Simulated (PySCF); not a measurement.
C7H11OP.
Bonds: C1–C2, C2–C3, C2–C4, C2–C5, C5–C6 (aromatic), C6–P7 (aromatic), P7–C8 (aromatic), C8–O9 (aromatic), C5–O9 (aromatic). Hydrogens: H10, H11, H12 on C1; H13, H14, H15 on C3; H16, H17, H18 on C4; H19 on C6; H20 on C8.

Probes without a nucleus sit at each ring's centroid and 1 Å off its mean plane on both sides; NICS is minus the shielding there, NICSzz its component along the normal. Level: GIAO PBE0/pcSseg-1 (PySCF, non-relativistic, gas phase) on the PBE0-D3(BJ)/def2-SVP geometry, one conformer.

Ring bond lengths (Å), with Mayer bond orders in brackets: C5–C6 1.362 (1.61), C6–P7 1.782 (1.14), P7–C8 1.707 (1.56), C8–O9 1.342 (1.09), O9–C5 1.352 (1.02).

Q: What do the NICS probes read (ppm)?

A: 
| ring | type | NICS(0) | NICS(1), two faces | NICS(1)zz, two faces | rms pucker (Å) | centre to ring atoms, mean (Å) |
| --- | --- | --- | --- | --- | --- | --- |
| C5–C6–P7–C8–O9 | 5-membered ring with O and P; formal bonds all aromatic | -11.5 | -10.8 / -10.8 | -24.9 / -24.9 | 0.00 | 1.28 |

Q: What can be read from them?

A: 
- C5–C6–P7–C8–O9: mean NICS(1)zz -24.9 ppm, shielded.

Q: What does the geometric index give? HOMA takes Krygowski's 1993 parameters.

A: 
- C5–C6–P7–C8–O9: HOMA 0.38; the largest term is that of O9–C5, α(R − Ropt)² = 1.18.

Q: What field does 14.1 T along the ring normal induce along that normal at the second NICS(1) probe listed for ring C5–C6–P7–C8–O9, 1 Å off the ring?

A: NICSzz × B0 = -24.9 ppm × 14.1 T = -351 μT, against the applied field.

Q: How do the values depend on the level or the medium?

A: 
| level | NICS(0), C5–C6–P7–C8–O9 | mean NICS(1)zz, C5–C6–P7–C8–O9 |
| --- | --- | --- |
| PBE0/pcSseg-1, gas | -11.5 | -24.9 |
| mPW1PW91/pcSseg-1, gas | -11.4 | -24.8 |
| PBE0/pcSseg-1, IEF-PCM acetonitrile | -11.3 | -24.9 |
| PBE0/pcSseg-1, IEF-PCM dimethylsulfoxide | -11.3 | -24.9 |

The geometry is the same throughout; the continuum's cavity takes Bondi-type radii × 1.2.

The values belong to the conformer `[CH3:1][C:2]([CH3:3])([CH3:4])[c:5]1[cH:6][p:7][cH:8][o:9]1`: C1–C2–C5–C6 -1°.
